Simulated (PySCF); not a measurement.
## Bonding in `C=C(C)[P@+](C)(N)N(C)C`

Compound: C6H16N2P (charge +1).
Numbering: `[CH2:1]=[C:2]([CH3:3])[P@+:4]([CH3:5])([NH2:6])[N:7]([CH3:8])[CH3:9]` (hydrogens: H10, H11 on C1; H12, H13, H14 on C3; H15, H16, H17 on C5; H18, H19 on N6; H20, H21, H22 on C8; H23, H24, H25 on C9)

Cartesian coordinates in Å at the GFN2-xTB level; atoms count from 1:
```xyz
25
C6H16N2P angstrom
C      2.4164    0.1139    0.7630
C      1.5474   -0.2461   -0.1715
C      1.7093   -1.3938   -1.1132
P     -0.0411    0.6364   -0.2828
C     -0.6373    0.6712   -1.9986
N      0.2165    2.1425    0.3307
N     -1.2707    0.0613    0.6688
C     -1.0318    0.0645    2.1092
C     -2.0664   -1.0821    0.2422
H      2.2384    0.9491    1.4197
H      3.3479   -0.4111    0.8946
H      1.8694   -1.0360   -2.1302
H      2.5654   -2.0000   -0.8291
H      0.8187   -2.0232   -1.1132
H      0.0524    1.2887   -2.5746
H     -1.6275    1.1266   -2.0177
H     -0.6783   -0.3165   -2.4489
H     -0.6129    2.7128    0.4484
H      0.9940    2.6637   -0.0526
H     -0.5597   -0.8608    2.4487
H     -1.9906    0.1699    2.6170
H     -0.3987    0.9068    2.3786
H     -3.0420   -1.0148    0.7247
H     -2.2177   -1.0651   -0.8339
H     -1.6122   -2.0339    0.5299
```

Bond orders from the PBE0/pcSseg-1 density (PySCF). One conformer (not necessarily the lowest) at the GFN2-xTB geometry, without solvent, vibrations or thermal averaging.

**Question.** How far do the computed orders between heavy atoms stray from the drawn ones?

**Answer.** The largest departure is 0.122, at C2–P4 (drawn single, 0.878). Drawn single, order below 0.88: C2–P4 (0.878). The SMILES, with its formal charges, is one Lewis structure only.

**Question.** Give the Mayer order of every bond between heavy atoms, beside its length.

**Answer.** 
| bond | drawn as | length (Å) | Mayer order |
| --- | --- | --- | --- |
| C1–C2 | double | 1.326 | 1.924 |
| C2–C3 | single | 1.493 | 1.026 |
| C2–P4 | single | 1.821 | 0.878 |
| P4–C5 | single | 1.817 | 1.082 |
| P4–N6 | single | 1.647 | 1.117 |
| P4–N7 | single | 1.658 | 1.094 |
| N7–C8 | single | 1.460 | 0.901 |
| N7–C9 | single | 1.457 | 0.914 |

Bonds between the same two heavy elements. C–C: lowest C2–C3 (1.026, 1.493 Å), highest C1–C2 (1.924, 1.326 Å). C–P: lowest C2–P4 (0.878, 1.821 Å), highest P4–C5 (1.082, 1.817 Å). N–P: lowest P4–N7 (1.094, 1.658 Å), highest P4–N6 (1.117, 1.647 Å). C–N: all 2 within 0.02 of one another (0.901 to 0.914).

**Question.** And the bonds to hydrogen?

**Answer.** C–H: 0.91 to 0.96 (14 bonds); H–N: 0.92 (2 bonds).

**Question.** Sum the orders of all bonds at each heavy atom with more than one neighbour and set the sums beside the valence in the SMILES.

**Answer.** C1 3.801 (drawn 4), C2 3.828 (drawn 4), C3 3.853 (drawn 4), P4 4.171 (drawn 4), C5 3.836 (drawn 4), N6 2.955 (drawn 3), N7 2.909 (drawn 3), C8 3.760 (drawn 4), C9 3.776 (drawn 4). Orders between atoms that aren't bonded are not in these sums.

The Mayer order sums products of elements of PS (density times overlap matrix) between the two atoms' basis functions, so it depends on the basis set.
